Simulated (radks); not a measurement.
Q: These are the eigenvalues of the occupied orbitals of an atom or ion with whole-number occupations (eV). All-electron calculation, scalar-relativistic Kohn-Sham, PBE, spin-polarised, spherical densities, finite nucleus; Fermi nuclear charge, rms radius of each element as measured or else 0.836 A^(1/3) + 0.57 fm. Program: a radial shooting solver on a logarithmic mesh with Libxc functionals.

| orbital | eigenvalue |
|---|---|
| 1s up | -558.0068 |
| 1s down | -556.2291 |
| 2s up | -60.1297 |
| 2s down | -55.4189 |
| 2p up | -45.0849 |

Which element is it, and in what charge state? The configuration may be excited. Open shells, if any, are filled with parallel spins first.

A: Z = 8, oxygen, charge +2: O2+ in [He] 2s2 2p2. The list shows which subshells hold electrons but not how many an open one holds; the 1s level, -20.506 hartree, gives Z - s = 6.4 by -(Z - s)^2/2, which with screening and relativity narrows Z to a few neighbours, and the depths of the outer levels then fix element, charge and occupations together.
